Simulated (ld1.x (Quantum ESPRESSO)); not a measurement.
# Logarithmic derivatives: Ga, RRKJ

ld1.x (Quantum ESPRESSO) 7.5 input, shortened:

```
&input
   title='Ga', zed=31., rel=0, dft='PBE', iswitch=3,
   config='[Ar] 3d10 4s2 4p1'
 /
 &inputp
   pseudotype=2, tm=.false., lloc=0,
   nlcc=.false.
 /
2
4P  2  1   1.00   0.00  2.90  2.90  0.0
4S  1  0   2.00   0.00  1.55  1.55  0.0
 &test
   configts(1)='4s2 4p1'
 /
```

The phase is arctan(r·u′/u) with u = r·R(r), unwrapped; energies in Ry, scanned from -3 to 5 Ry. A pole is an energy at which the radial function vanishes at the test radius. The pseudo phase is shifted by a multiple of π to meet the all-electron one at the reference energy, and phase errors are pseudo minus all-electron; the curves can meet again beyond the range given. Levels narrower than the energy grid can be missing from the lists of poles.

Q: For each channel, where are the poles, and over which energies does the pseudopotential scatter like the atom?

A:

```json
{"channel": "s", "radius (bohr)": "3.15", "reference energy (Ry)": "-0.64", "poles, all-electron": "-0.15, 4.59", "poles, pseudo": "-0.15, 4.18", "unbroken range about the reference energy with phases within 0.05 rad": "below 1.4", "phase error 1 Ry above the reference energy (rad)": "-0.003"}
{"channel": "p", "radius (bohr)": "3.15", "reference energy (Ry)": "-0.19", "poles, all-electron": "0.68", "poles, pseudo": "0.68", "unbroken range about the reference energy with phases within 0.05 rad": "below 2.4", "phase error 1 Ry above the reference energy (rad)": "+0.001"}
```

Phases in the p channel:

```
E (Ry)  all-electron  pseudo
 -3.00         1.374   1.374
 -2.76         1.364   1.364
 -2.52         1.352   1.352
 -2.28         1.338   1.338
 -2.04         1.321   1.321
 -1.80         1.299   1.299
 -1.56         1.270   1.270
 -1.32         1.231   1.231
 -1.08         1.171   1.171
 -0.84         1.071   1.071
 -0.60         0.864   0.864
 -0.36         0.300   0.300
 -0.12        -0.747  -0.747
  0.12        -1.249  -1.249
  0.36        -1.443  -1.443
  0.60        -1.545  -1.545
  0.84        -1.614  -1.613
  1.08        -1.669  -1.668
  1.32        -1.721  -1.719
  1.56        -1.777  -1.774
  1.80        -1.848  -1.842
  2.04        -1.949  -1.938
  2.28        -2.121  -2.096
  2.52        -2.478  -2.412
  2.76        -3.216  -3.077
  3.00        -3.916  -3.817
  3.24        -4.243  -4.190
  3.48        -4.400  -4.367
  3.72        -4.490  -4.467
  3.96        -4.549  -4.530
  4.20        -4.591  -4.575
  4.44        -4.623  -4.609
  4.68        -4.649  -4.635
  4.92        -4.671  -4.657
```
